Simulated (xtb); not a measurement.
CH₂NO (SMILES N=C=[OH+]), charge +1, singlet, from a rough starting geometry; GFN2-xTB (xtb).

xtb was given this input:
```
$ xtb mol.xyz --gfn 2 --chrg 1 --opt vtight --json

# file mol.xyz
5

N      1.08535875     0.16828584    -0.16803934
C     -0.03919689     0.00604667    -0.06745058
O     -1.27338482    -0.09938552    -0.05438304
H      2.05464713     0.34456663    -0.43662401
H     -1.76040851    -0.35289453     0.68431916
```

Output, abridged:

```
   ID    Z sym.   atoms
    1    7 N      1
    2    6 C      2
    3    8 O      3
    4    1 H      4, 5

           -------------------------------------------------
          |                Calculation Setup                |
           -------------------------------------------------

           -------------------------------------------------
          |                 G F N 2 - x T B                 |
           -------------------------------------------------

          ...................................................
          :                      SETUP                      :
          :.................................................:
          :  # basis functions                  14          :
          :  # atomic orbitals                  14          :
          :  # shells                            8          :
          :  # electrons                        16          :
          :  max. iterations                   250          :
          :  Hamiltonian                  GFN2-xTB          :
          :  restarted?                      false          :
          :  GBSA solvation                  false          :
          :  PC potential                    false          :
          :  electronic temp.          300.0000000     K    :
          :  accuracy                    1.0000000          :
          :  -> integral cutoff          0.2500000E+02      :
          :  -> integral neglect         0.1000000E-07      :
          :  -> SCF convergence          0.1000000E-05 Eh   :
          :  -> wf. convergence          0.1000000E-03 e    :
          :  Broyden damping             0.4000000          :
          :  net charge                          1          :
          :  unpaired electrons                  0          :
          ...................................................

 iter      E             dE          RMSdq      gap      omega  full diag
   1     -9.7496349 -0.974963E+01  0.815E+00    6.85       0.0  T
   2     -9.7808537 -0.312189E-01  0.531E+00    7.31       1.0  T
   3     -9.8035718 -0.227181E-01  0.298E+00    6.79       1.0  T
   4     -9.8108672 -0.729537E-02  0.194E-01    6.83       1.0  T
   5     -9.8108717 -0.446154E-05  0.900E-02    6.85       1.0  T
   6     -9.8108775 -0.586291E-05  0.206E-02    6.84       2.2  T
   7     -9.8108784 -0.867997E-06  0.842E-03    6.84       5.3  T
   8     -9.8108785 -0.818557E-07  0.196E-03    6.84      22.8  T
   9     -9.8108785 -0.306524E-08  0.337E-04    6.84     132.6  T
  10     -9.8108785 -0.138263E-09  0.150E-04    6.84     298.0  T

   *** convergence criteria satisfied after 10 iterations ***

         :::::::::::::::::::::::::::::::::::::::::::::::::::::
         ::                     SUMMARY                     ::
         :::::::::::::::::::::::::::::::::::::::::::::::::::::
         :: total energy              -9.635661685547 Eh    ::
         :: gradient norm              0.123396563697 Eh/a0 ::
         :: HOMO-LUMO gap              6.840838156694 eV    ::
         ::.................................................::
         :: SCC energy                -9.810878579095 Eh    ::
         :: -> isotropic ES            0.143792345347 Eh    ::
         :: -> anisotropic ES         -0.018878750085 Eh    ::
         :: -> anisotropic XC          0.017427514131 Eh    ::
         :: -> dispersion             -0.000955029566 Eh    ::
         :: repulsion energy           0.175216893548 Eh    ::
         :: add. restraining           0.000000000000 Eh    ::
         :: total charge               1.000000000000 e     ::
         :::::::::::::::::::::::::::::::::::::::::::::::::::::

      -----------------------------------------------------------
     |                   =====================                   |
     |                        A N C O P T                        |
     |                   =====================                   |
     |               Approximate Normal Coordinate               |
     |                Rational Function Optimizer                |
      -----------------------------------------------------------
      -----------------------------------------------------------
     |                   =====================                   |
     |                        A N C O P T                        |
     |                   =====================                   |
     |               Approximate Normal Coordinate               |
     |                Rational Function Optimizer                |
      -----------------------------------------------------------

          ...................................................
          :                      SETUP                      :
          :.................................................:
          :   optimization level         verytight          :
          :   max. optcycles                   200          :
          :   ANC micro-cycles                  20          :
          :   degrees of freedom                 9          :
          :.................................................:
          :   RF solver                   davidson          :
          :   write xtbopt.log                true          :
          :   linear?                        false          :
          :   energy convergence         0.1000000E-06 Eh   :
          :   grad. convergence          0.2000000E-03 Eh/α :
          :   maxmium RF displ.          1.0000000          :
          :   Hlow (freq-cutoff)         0.1000000E-01      :
          :   Hmax (freq-cutoff)         5.0000000          :
          :   S6 in model hess.         20.0000000          :
          ...................................................

generating ANC from exact Hessian ...
Using Lindh-Hessian (1995)
 Shifting diagonal of input Hessian by    9.4779978253514679E-003
 Lowest  eigenvalues of input Hessian
    0.000000    0.000000    0.000000    0.000000    0.000000    0.000000
[...]
 * total energy  :    -9.6365523 Eh     change        0.3123818E-02 Eh
 * total energy  :    -9.6401307 Eh     change       -0.3578369E-02 Eh
 * total energy  :    -9.6402515 Eh     change       -0.1208020E-03 Eh
 * total energy  :    -9.6403335 Eh     change       -0.8201797E-04 Eh
 * total energy  :    -9.6403599 Eh     change       -0.2638465E-04 Eh
 * total energy  :    -9.6404050 Eh     change       -0.4510592E-04 Eh
 * total energy  :    -9.6404115 Eh     change       -0.6502720E-05 Eh
 * total energy  :    -9.6404155 Eh     change       -0.4042437E-05 Eh
 * total energy  :    -9.6404199 Eh     change       -0.4320133E-05 Eh
 * total energy  :    -9.6404316 Eh     change       -0.1176395E-04 Eh
 * total energy  :    -9.6404323 Eh     change       -0.6721650E-06 Eh
 * total energy  :    -9.6404324 Eh     change       -0.1348358E-06 Eh
 * total energy  :    -9.6404325 Eh     change       -0.8230281E-07 Eh
   *** GEOMETRY OPTIMIZATION CONVERGED AFTER 15 ITERATIONS ***
[...]
          :  max. iterations                   250          :
          :  Hamiltonian                  GFN2-xTB          :
          :  restarted?                      false          :
          :  GBSA solvation                  false          :
          :  PC potential                    false          :
          :  electronic temp.          300.0000000     K    :
          :  accuracy                    1.0000000          :
          :  -> integral cutoff          0.2500000E+02      :
          :  -> integral neglect         0.1000000E-07      :
          :  -> SCF convergence          0.1000000E-05 Eh   :
          :  -> wf. convergence          0.1000000E-03 e    :
          :  Broyden damping             0.4000000          :
          :  net charge                          1          :
          :  unpaired electrons                  0          :
          ...................................................

 iter      E             dE          RMSdq      gap      omega  full diag
   1     -9.8099922 -0.980999E+01  0.541E-05    6.85       0.0  T
   2     -9.8099922 -0.646594E-12  0.342E-05    6.85    1309.3  T
   3     -9.8099922 -0.266454E-12  0.785E-06    6.85    5693.6  T

   *** convergence criteria satisfied after 3 iterations ***

         :::::::::::::::::::::::::::::::::::::::::::::::::::::
         ::                     SUMMARY                     ::
         :::::::::::::::::::::::::::::::::::::::::::::::::::::
         :: total energy              -9.640432506494 Eh    ::
         :: gradient norm              0.000140060695 Eh/a0 ::
         :: HOMO-LUMO gap              6.849964722997 eV    ::
         ::.................................................::
         :: SCC energy                -9.809992288858 Eh    ::
         :: -> isotropic ES            0.142938644926 Eh    ::
         :: -> anisotropic ES         -0.018848695279 Eh    ::
         :: -> anisotropic XC          0.016895746275 Eh    ::
         :: -> dispersion             -0.000955978195 Eh    ::
         :: repulsion energy           0.169559782364 Eh    ::
         :: add. restraining           0.000000000000 Eh    ::
         :: total charge               1.000000000000 e     ::
         :::::::::::::::::::::::::::::::::::::::::::::::::::::

           -------------------------------------------------
          |                Property Printout                |
           -------------------------------------------------

    * Orbital Energies and Occupations

         #    Occupation            Energy/Eh            Energy/eV
      -------------------------------------------------------------
         1        2.0000           -1.0339105             -28.1341
         2        2.0000           -0.9652789             -26.2666
         3        2.0000           -0.9230840             -25.1184
         4        2.0000           -0.8733133             -23.7641
         5        2.0000           -0.8670225             -23.5929
         6        2.0000           -0.8166128             -22.2212
         7        2.0000           -0.7583221             -20.6350
         8        2.0000           -0.7377055             -20.0740 (HOMO)
         9                         -0.4859739             -13.2240 (LUMO)
        10                         -0.4559126             -12.4060
        11                         -0.2780099              -7.5650
        12                         -0.1303684              -3.5475
        13                          0.2017986               5.4912
        14                          1.1778181              32.0501
      -------------------------------------------------------------
                  HL-Gap            0.2517316 Eh            6.8500 eV
             Fermi-level           -0.6118397 Eh          -16.6490 eV

     #   Z          covCN         q      C6AA      α(0)
     1   7 N        1.771    -0.055    22.994     7.101
     2   6 C        1.766     0.362    23.293     7.803
     3   8 O        1.659    -0.109    15.982     5.397
     4   1 H        0.861     0.358     0.564     1.176
     5   1 H        0.803     0.444     0.411     1.007

 Mol. C6AA /au·bohr⁶  :        224.067025
 Mol. C8AA /au·bohr⁸  :       5052.264891
 Mol. α(0) /au        :         22.483882

Wiberg/Mayer (AO) data.
largest (>0.10) Wiberg bond orders for each atom

 ---------------------------------------------------------------------------
     #   Z sym  total        # sym  WBO       # sym  WBO       # sym  WBO
 ---------------------------------------------------------------------------
     1   7 N    3.607 --     2 C    2.414     4 H    0.853     3 O    0.299
     2   6 C    3.941 --     1 N    2.414     3 O    1.513
     3   8 O    2.577 --     2 C    1.513     5 H    0.754     1 N    0.299
     4   1 H    0.872 --     1 N    0.853
     5   1 H    0.803 --     3 O    0.754
 ---------------------------------------------------------------------------

Topologies differ in total number of bonds
Writing topology from bond orders to xtbtopo.mol

molecular dipole:
                 x           y           z       tot (Debye)
 q only:        0.005      -0.059       0.306
   full:       -0.063      -0.106       0.459       1.209
molecular quadrupole (traceless):
                xx          xy          yy          xz          yz          zz
 q only:        8.997       2.714      -5.001      -4.576      -0.866      -3.995
  q+dip:       10.647       3.354      -5.979      -5.944      -1.118      -4.669
   full:        8.985       2.995      -5.190      -5.589      -1.090      -3.795

optimized geometry written to: xtbopt.xyz

           -------------------------------------------------
          | TOTAL ENERGY               -9.640432506494 Eh   |
          | GRADIENT NORM               0.000140060695 Eh/α |
          | HOMO-LUMO GAP               6.849964722997 eV   |
           -------------------------------------------------

normal termination of xtb
```
